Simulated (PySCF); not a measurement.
# Reading the logs of faulty runs: CFH4Si cation

These are calculations, not measurements. The program is PySCF 2.14.0, an open-source quantum chemistry code, run on an isolated molecule that a program drew, which may never have been made. The molecule is CFH4Si cation (charge +1, singlet), drawn as the SMILES string `C[SiH+]F`.

Each row is a Hartree-Fock (HF) and frozen-core CCSD(T) single point in the cc-pV(D+d)Z basis, meant for a local HF minimum. Run 1 is clean. Each other run has one planted mistake out of seven kinds, and not every kind appears here: one electron removed, one electron added, multiplicity raised by two, geometry at a saddle point, minimal basis STO-3G, one bond length entered in bohr, all coordinates scaled. The reference is restricted for singlets and unrestricted otherwise, and also for a bond in bohr. Adding or removing an electron swaps singlet and doublet. Electrons count all cores. HOMO and LUMO are orbital energies over both spins, the gradient is its largest component, and the lowest frequency (negative if imaginary) is given only where the gradient is small. Bond lengths are over the 6 bonds as drawn. T1 is the CCSD diagnostic: over 0.02 (restricted) or 0.045 (unrestricted) a single reference is doubtful.

Geometry of the clean run:
```xyz
7
CFH4Si cation, angstrom
C     0.2627    0.9332    0.5314
Si    0.6872   -0.5490   -0.4217
F     2.0209   -1.2952   -0.1168
H    -0.6912    0.7627    1.0439
H     0.1200    1.7710   -0.1606
H     1.0414    1.1718    1.2568
H    -0.0791   -1.1774   -1.4875
```

```
run  electrons  basis functions  <S^2>  HOMO (eV)  LUMO (eV)  gradient (hartree/bohr)  lowest frequency (cm^-1)  mean bond (Å)  longest bond (Å)      T1  HF (hartree)  CCSD(T) (hartree)                          mistake
  1         32               71  0.000     -19.93      -5.21                  2.4e-05                        21         1.3515             1.813  0.0141    -428.34114         -428.79275                         no fault
  2         31               71  0.782     -28.94     -17.53                  1.0e-01                         -         1.3515             1.813  0.0302    -427.65352         -428.08799             one electron removed
  3         32               71  0.695     -17.91      -5.27                  1.9e-02                         -         1.5133             2.061  0.0646    -428.20637         -428.65703  one bond length entered in bohr
  4         32               23  0.000     -18.32      -2.48                  1.8e-02                         -         1.3515             1.813  0.0210    -423.18669         -423.34007             minimal basis STO-3G
  5         32               71  2.009     -13.51     -10.31                  1.2e-01                         -         1.3515             1.813  0.0423    -428.12324         -428.57265       multiplicity raised by two
  6         32               71  0.000     -19.74      -5.34                  2.4e-02                         -         1.3826             1.854  0.0148    -428.33782         -428.79267                                ?
```

**Which mistake was planted in run 6, and what did it cost?**

The mean and the longest bond both change by the same factor, 1.023, and the gradient is no longer small. So the mistake is: all coordinates scaled. Subtracting run 1 and multiplying by 627.51 kcal/mol a hartree, the energy moved by 2.1 kcal/mol in HF and 0.1 kcal/mol in CCSD(T).

Cautions from the logs. Run 3: T1 is over the limit, so its CCSD(T) energy is less reliable; run 4: T1 is over the limit, so its CCSD(T) energy is less reliable.
